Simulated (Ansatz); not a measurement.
Consider the ligand exchange at a Ti–S bond: `[OH][Ti]([OH])([OH])[SH]` + NH₃ → `[NH2][Ti]([OH])([OH])[OH]` + H₂S.

Program: Ansatz. Geometries: PBE0-D4/def2-TZVP. ΔE: electronic, gas phase. CBS: MP2 limit from def2 TZ/QZ plus the TZ coupled-cluster correction, frozen cores. This one scheme is used for every species. Functionals use def2-TZVPP. For Ti outer-core shells are correlated without core-valence functions, which leaves a few kJ/mol of doubt a bond. Scalar relativity is left out up to krypton. Each species was taken in one conformer, which may not be the lowest.

```tsv
level	ΔE (kJ/mol)	difference from CCSD(T)/CBS
LDA (SPW92)	34.3	3.1
BLYP-D4	32.0	0.8
r2SCANh-D4	37.1	5.9
ωB97M-V	29.8	-1.4
revPBE	36.9	5.7
BLYP	30.3	-0.9
r2SCAN	37.4	6.2
CAM-B3LYP	24.8	-6.4
HF/def2-TZVPP	23.4	-7.8
SCS-MP2/def2-QZVPP	32.0	0.8
CCSD(T)/CBS	31.2	0
```

Largest T1 diagnostic among the species: 0.025, so the coupled-cluster value is less sure than usual.

At CCSD(T), def2-SVP lies −3.3 kJ/mol from the extrapolated value and def2-TZVPP −0.4 kJ/mol. Leaving LDA and LC-ωPBE aside and taking each functional with its dispersion term where it has one, the values, not all of them listed here, spread over 13.3 kJ/mol, from CAM-B3LYP-D4 to B97M-V.
